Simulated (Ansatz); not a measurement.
Computed with Ansatz on PBE0-D4/def2-TZVP structures; ΔE is electronic, products minus reactants. CCSD(T)/CBS is the MP2 limit (def2-TZVPP, def2-QZVPP) plus CCSD(T) − MP2 in def2-TZVPP, frozen cores. This one scheme is used for every species. Functionals use def2-TZVPP. Each species was taken in one conformer, which may not be the lowest.

Consider the hydrogenolysis of the Si–O bond: `O[SiH](O)O[SiH](F)F` + H₂ → `O[SiH2]O[SiH](F)F` + H₂O.

```csv
level,ΔE (kcal/mol)
r2SCAN-D4,26.3
CCSD/CBS(def2),23.7
```

(1) What does CCSD(T)/CBS give? (An estimate is asked.)

Largest T1 diagnostic among the species: 0.012.

## Answers

(1) Ansatz gave: +24.3 kcal/mol. The listed levels differ from it by 2.0, -0.6 kcal/mol.

The D4 term adds +1.8 kcal/mol with B3LYP and +1.0 kcal/mol with PBE0; it sums over pairs of atoms, weighted by their polarisabilities, and B3LYP, whose exchange is more repulsive, gets the larger term. In def2-TZVPP, CCSD(T) changes the Hartree–Fock value by +1.5 kcal/mol (the triples alone add +0.6 kcal/mol) and MP2 by +2.6 kcal/mol.

B3LYP here is the variant with VWN-RPA as its local correlation; programs differ in this.
